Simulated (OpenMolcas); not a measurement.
Computed levels of 4s² 4p³ in ions with 33 electrons, in cm-1 above ⁴S°_3/2.

- Program: OpenMolcas
- Method: SS-CASPT2, IPEA 0.25 Eh, imaginary shift 0.1 Eh
- Basis: ANO-RCC-VTZP
- Scalar Hamiltonian: DKH2, point nucleus
- Spin-orbit coupling: state interaction with AMFI integrals over the reference wave functions, term energies averaged over their components

Active space for each ion: 3 electrons in 3 orbitals (4p); closed shells correlated by CASPT2: 3d 4s.

```
  Level    Se+   Kr3+
²D°_3/2  14300  18570
²D°_5/2  14750  19900
²P°_1/2  24930  33330
²P°_3/2  25540  35180
```

Problem. Estimate ²D°_3/2, ²D°_5/2 for Br2+ from its neighbours Se+ and Kr3+.

Solution. ²D°_3/2 is another term, which grows about linearly with the charge: (14300 + 18570) / 2 = 16435. The calculation gives 16570, so the estimate is off by -0.8 %.
²D°_5/2 is another term, which grows about linearly with the charge: (14750 + 19900) / 2 = 17325. The calculation gives 17390, so the estimate is off by -0.4 %.

Term energies are means over components that CASPT2 splits; among the terms shown or strongly mixed into the levels shown the widest spread is 220 cm-1 (4s² 4p³ ²D°, Se+). With the s shell closed, the reference lacks s² → p² mixing. Levels of configurations outside the active space are missing.

° marks odd parity.
